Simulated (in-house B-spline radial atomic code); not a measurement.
Ionisation energies along the 47-electron series, configuration [Kr] 4d10 5s1, as differences of self-consistent energies. NIST's values go from ground level to ground level; the uncertainty of those that are theory runs from under 0.1 % in few-electron ions to several per cent in heavy many-electron ones. Computed with a B-spline radial code for spherical atoms: non-relativistic Hartree-Fock, average of the configuration, point nuclei.

This level leaves out relativity, spin-orbit splitting included, which matters for heavy ions.

```json
{"ion": "Ag", "configuration after": "[Kr] 4d10", "ionisation energy (eV)": "5.91", "IE/(q+1)² (eV)": "5.9087", "-ε less Coulomb ΔSCF (eV)": "0.077299", "tabulated value (eV)": "7.576234", "computed minus tabulated (eV)": "-1.67"}
{"ion": "Cd+", "configuration after": "[Kr] 4d10", "ionisation energy (eV)": "14.82", "IE/(q+1)² (eV)": "3.706", "-ε less Coulomb ΔSCF (eV)": "0.096789", "tabulated value (eV)": "16.90831", "computed minus tabulated (eV)": "-2.08"}
{"ion": "In2+", "configuration after": "[Kr] 4d10", "ionisation energy (eV)": "25.55", "IE/(q+1)² (eV)": "2.8391", "-ε less Coulomb ΔSCF (eV)": "0.10487", "tabulated value (eV)": "28.04415", "computed minus tabulated (eV)": "-2.49"}
{"ion": "Sn3+", "configuration after": "[Kr] 4d10", "ionisation energy (eV)": "37.84", "IE/(q+1)² (eV)": "2.3653", "-ε less Coulomb ΔSCF (eV)": "0.10994", "tabulated value (eV)": "40.74", "computed minus tabulated (eV)": "-2.90"}
{"ion": "Sb4+", "configuration after": "[Kr] 4d10", "ionisation energy (eV)": "51.58", "IE/(q+1)² (eV)": "2.063", "-ε less Coulomb ΔSCF (eV)": "0.11383", "tabulated value (eV)": "55", "computed minus tabulated (eV)": "-3.42"}
{"ion": "Te5+", "configuration after": "[Kr] 4d10", "ionisation energy (eV)": "66.67", "IE/(q+1)² (eV)": "1.8519", "-ε less Coulomb ΔSCF (eV)": "0.11708", "tabulated value (eV)": "69.1", "computed minus tabulated (eV)": "-2.43"}
{"ion": "I6+", "configuration after": "[Kr] 4d10", "ionisation energy (eV)": "83.07", "IE/(q+1)² (eV)": "1.6954", "-ε less Coulomb ΔSCF (eV)": "0.11993", "tabulated value (eV)": "87.61", "computed minus tabulated (eV)": "-4.54"}
{"ion": "Xe7+", "configuration after": "[Kr] 4d10", "ionisation energy (eV)": "100.75", "IE/(q+1)² (eV)": "1.5742", "-ε less Coulomb ΔSCF (eV)": "0.12247", "tabulated value (eV)": "105.9778", "computed minus tabulated (eV)": "-5.23"}
{"ion": "Cs8+", "configuration after": "[Kr] 4d10", "ionisation energy (eV)": "119.67", "IE/(q+1)² (eV)": "1.4774", "-ε less Coulomb ΔSCF (eV)": "0.12478", "tabulated value (eV)": "125.61", "computed minus tabulated (eV)": "-5.94"}
{"ion": "Ba9+", "configuration after": "[Kr] 4d10", "ionisation energy (eV)": "139.82", "IE/(q+1)² (eV)": "1.3982", "-ε less Coulomb ΔSCF (eV)": "0.12689", "tabulated value (eV)": "146.52", "computed minus tabulated (eV)": "-6.70"}
{"ion": "La10+", "configuration after": "[Kr] 4d10", "ionisation energy (eV)": "161.17", "IE/(q+1)² (eV)": "1.332", "-ε less Coulomb ΔSCF (eV)": "0.12883", "tabulated value (eV)": "168.77", "computed minus tabulated (eV)": "-7.60"}
{"ion": "Ce11+", "configuration after": "[Kr] 4d10", "ionisation energy (eV)": "183.71", "IE/(q+1)² (eV)": "1.2758", "-ε less Coulomb ΔSCF (eV)": "0.13063", "tabulated value (eV)": "192.24", "computed minus tabulated (eV)": "-8.53"}
{"ion": "Pr12+", "configuration after": "[Kr] 4d10", "ionisation energy (eV)": "207.43", "IE/(q+1)² (eV)": "1.2274", "-ε less Coulomb ΔSCF (eV)": "0.13231", "tabulated value (eV)": "217.02", "computed minus tabulated (eV)": "-9.59"}
{"ion": "Nd13+", "configuration after": "[Kr] 4d10", "ionisation energy (eV)": "232.32", "IE/(q+1)² (eV)": "1.1853", "-ε less Coulomb ΔSCF (eV)": "0.13388", "tabulated value (eV)": "243", "computed minus tabulated (eV)": "-10.68"}
{"ion": "Pm14+", "configuration after": "[Kr] 4d10", "ionisation energy (eV)": "258.38", "IE/(q+1)² (eV)": "1.1483", "-ε less Coulomb ΔSCF (eV)": "0.13536", "tabulated value (eV)": "269", "computed minus tabulated (eV)": "-10.62"}
```

Task: How far is this level of theory from the measured and semi-empirical values?

Result: Over those 13 rows the differences run from -10.7 to -1.67 eV (mean absolute value 5.5 eV). The calculation leaves out relativity, correlation and, in open shells, the multiplet splittings that an average leaves out.
